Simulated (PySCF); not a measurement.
Species: C9H10O.
Atom-mapped SMILES: `[O:1]=[CH:2][C:3]1=[CH:4][C:5]2([CH:6]=[CH:7]1)[CH2:8][CH2:9][CH2:10]2` (hydrogens: H11 on C2; H12 on C4; H13 on C6; H14 on C7; H15, H16 on C8; H17, H18 on C9; H19, H20 on C10)

Computed by this run: PBE0-D3(BJ)/def2-SVP geometry optimisation, gas phase (PySCF); density fitting, grid level 2; the optimiser is geomeTRIC in internal coordinates, started from a GFN2-xTB structure.

The end geometry, which sets the zero of energy:
```
atom  x, y, z in Å
O1      3.4073   -1.4280   -1.5773
C2      3.2279   -0.4436   -0.9015
C3      1.9114    0.0200   -0.4362
C4      0.7299   -0.5899   -0.7039
C5     -0.3826    0.1730   -0.0635
C6      0.3256    1.3048    0.6093
C7      1.6515    1.2091    0.3888
C8     -1.3737   -0.7311    0.7396
C9     -2.2740   -0.8135   -0.5024
C10    -1.5802    0.4517   -1.0294
H11     4.0922    0.1938   -0.5795
H12     0.6123   -1.4986   -1.2965
H13    -0.1883    2.0765    1.1850
H14     2.4232    1.8905    0.7526
H15    -1.8436   -0.1456    1.5435
H16    -0.9637   -1.6570    1.1674
H17    -2.0434   -1.6952   -1.1187
H18    -3.3621   -0.7745   -0.3494
H19    -2.1073    1.3643   -0.7143
H20    -1.3456    0.5289   -2.1005
```

Task: These geometries come from the run, each turned onto the end geometry. Order them by energy, lowest first.
A.
```
atom  x, y, z in Å
O1      3.4779   -1.3750   -1.5528
C2      3.2663   -0.3994   -0.8739
C3      1.9322    0.0338   -0.4298
C4      0.7696   -0.6014   -0.7193
C5     -0.3706    0.1319   -0.0952
C6      0.3019    1.2785    0.5930
C7      1.6330    1.2144    0.3953
C8     -1.3549   -0.7738    0.7200
C9     -2.3553   -0.7459   -0.4464
C10    -1.5663    0.4188   -1.0653
H11     4.1105    0.2555   -0.5333
H12     0.6795   -1.5100   -1.3172
H13    -0.2404    2.0350    1.1631
H14     2.3834    1.9111    0.7744
H15    -1.7212   -0.2497    1.6141
H16    -0.9550   -1.7495    1.0296
H17    -2.3247   -1.6585   -1.0597
H18    -3.4054   -0.5463   -0.1885
H19    -2.0138    1.4011   -0.8579
H20    -1.3298    0.3650   -2.1372
```
B.
```
atom  x, y, z in Å
O1      3.5366   -1.3146   -1.5458
C2      3.2697   -0.3621   -0.8542
C3      1.9314    0.0284   -0.4357
C4      0.7760   -0.6138   -0.7278
C5     -0.3698    0.1047   -0.1120
C6      0.2962    1.2501    0.5761
C7      1.6178    1.1945    0.3842
C8     -1.3429   -0.7843    0.7106
C9     -2.3801   -0.7040   -0.4147
C10    -1.5511    0.4019   -1.0767
H11     4.0695    0.3071   -0.4751
H12     0.6754   -1.5082   -1.3141
H13    -0.2518    1.9848    1.1372
H14     2.3596    1.8782    0.7559
H15    -1.6614   -0.2875    1.6241
H16    -0.9624   -1.7732    0.9534
H17    -2.4306   -1.6123   -1.0107
H18    -3.3871   -0.4247   -0.1129
H19    -1.9581    1.3976   -0.9177
H20    -1.3204    0.2730   -2.1311
```
C.
```
atom  x, y, z in Å
O1      3.4207   -1.4244   -1.5744
C2      3.2354   -0.4390   -0.9010
C3      1.9153    0.0179   -0.4378
C4      0.7316   -0.5886   -0.7023
C5     -0.3838    0.1725   -0.0633
C6      0.3215    1.3065    0.6109
C7      1.6470    1.2057    0.3869
C8     -1.3727   -0.7354    0.7393
C9     -2.2826   -0.8079   -0.4981
C10    -1.5793    0.4505   -1.0326
H11     4.0972    0.1999   -0.5774
H12     0.6141   -1.4974   -1.2937
H13    -0.1909    2.0795    1.1856
H14     2.4180    1.8872    0.7501
H15    -1.8368   -0.1606    1.5536
H16    -0.9586   -1.6664    1.1511
H17    -2.0694   -1.6929   -1.1151
H18    -3.3682   -0.7531   -0.3350
H19    -2.1032    1.3687   -0.7306
H20    -1.3386    0.5131   -2.1031
```
D.
```
atom  x, y, z in Å
O1      3.3638   -1.4325   -1.5774
C2      3.2266   -0.4416   -0.8990
C3      1.9183    0.0371   -0.4223
C4      0.7421   -0.5815   -0.6961
C5     -0.3810    0.1707   -0.0640
C6      0.3187    1.3115    0.6151
C7      1.6486    1.2284    0.4029
C8     -1.3684   -0.7423    0.7394
C9     -2.2859   -0.8071   -0.4977
C10    -1.5741    0.4481   -1.0395
H11     4.1092    0.1749   -0.6019
H12     0.6345   -1.4889   -1.2866
H13    -0.2008    2.0789    1.1840
H14     2.4124    1.9131    0.7681
H15    -1.8264   -0.1874    1.5678
H16    -0.9463   -1.6776    1.1289
H17    -2.0909   -1.6942   -1.1149
H18    -3.3671   -0.7369   -0.3256
H19    -2.0952    1.3729   -0.7615
H20    -1.3212    0.4900   -2.1067
```

Result: C (0.002 eV), D (0.009 eV), A (0.019 eV), B (0.090 eV).

In the order of the answer:

```tsv
step	E above end (eV)	largest force (eV/Å)	rms force component (eV/Å)	rms distance from end (Å)	rms bond change (Å)	bond most changed (Å)
6	0.002	0.17	0.042	0.013	0.001	C8–C9 +0.001
4	0.009	0.29	0.098	0.032	0.003	C5–C6 +0.006
2	0.019	0.05	0.017	0.130	0.001	C5–C8 +0.003
0	0.090	0.67	0.235	0.193	0.011	C4–H12 -0.017
```

What follows is the cost of the whole optimisation. The run took 4.3 min on one thread of an Intel Xeon Platinum 8375C at 2.90 GHz, no GPU, on a shared host, and the process peaked at 0.92 GiB of memory.
